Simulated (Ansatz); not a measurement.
Geometry optimisation, Ansatz, RKS r2SCAN/cc-pVDZ.

Input:

```yaml
crystal:
  periodic: [false, false, false]
  atoms:
    - { symbol: "N", position_ang: [0.12, -1.4622, -0.5344] }
    - { symbol: C, position_ang: [0.4014, -0.3444, 0.3803] }
    - { symbol: F, position_ang: [1.6967, 0.0226, 0.1995] }
    - { symbol: B, position_ang: [-0.4404, 0.9389, 0.0934] }
    - { symbol: O, position_ang: [-0.4821, 1.5693, -1.2294] }
    - { symbol: Cl, position_ang: [-1.6361, 1.5892, 1.4103] }
    - { symbol: H, position_ang: [0.7765, -2.1951, -0.383] }
    - { symbol: H, position_ang: [-0.8328, -1.7758, -0.2971] }
    - { symbol: H, position_ang: [0.2604, -0.6661, 1.4711] }
    - { symbol: H, position_ang: [0.2195, 2.2724, -1.1076] }
basis:
  gaussian: { orbitals: cc-pVDZ }
hamiltonian:
  xc: r2scan
relax:
  f_tol: 0.02
  max_steps: 50
```

Command:

```bash
$ ansatz run input.yaml --threads 2 --pin off --max-ram 3072MiB --backend cpu --events-out ev --progress --plain --runs-dir out
```

Problem. Where does it end, and by what steps?

Solution. The forces met the threshold. After 24 steps the energy has fallen by 1.518 eV; H8 moved furthest, 1.48 Å.

```tsv
step	energy less start (eV)	largest force component (eV/Å)	accepted
0	0.0000	3.512	yes
1	-0.3842	2.159	yes
2	-0.5728	1.267	yes
3	-0.7422	2.335	yes
4	-0.9439	1.571	yes
5	-1.0644	0.773	yes
6	-1.1414	0.285	yes
7	-1.1866	0.355	yes
8	-1.2208	0.461	yes
9	-1.2774	0.263	yes
10	-1.3068	0.464	yes
11	-1.3180	0.243	yes
12	-1.3220	0.261	yes
13	-1.3196	0.709	no
14	-1.3261	0.180	yes
15	-1.3398	0.483	yes
16	-1.2988	2.042	no
17	-1.3666	0.858	yes
18	-1.4238	0.711	yes
19	-1.4875	0.876	yes
20	-1.4865	0.994	no
21	-1.5152	0.083	yes
22	-1.5169	0.088	yes
23	-1.5173	0.071	yes
24	-1.5178	0.013	yes
```

```xyz
10
Properties=species:S:1:pos:R:3
N -0.058 -1.491 -0.353
C 0.291 -0.471 0.545
F 1.713 -0.113 0.491
B -0.349 0.927 0.181
O -0.626 1.192 -1.114
Cl -0.623 2.157 1.439
H 0.469 -2.349 -0.191
H 0.072 -1.199 -1.322
H 0.134 -0.801 1.584
H -0.940 2.098 -1.256
```

Whether the end is a true minimum wasn't checked by a vibrational analysis.

Time of the run: 56 s on 2 threads of Intel(R) Xeon(R) 6975P-C (Granite Rapids), with other jobs on the host, peak memory 0.25 GiB.
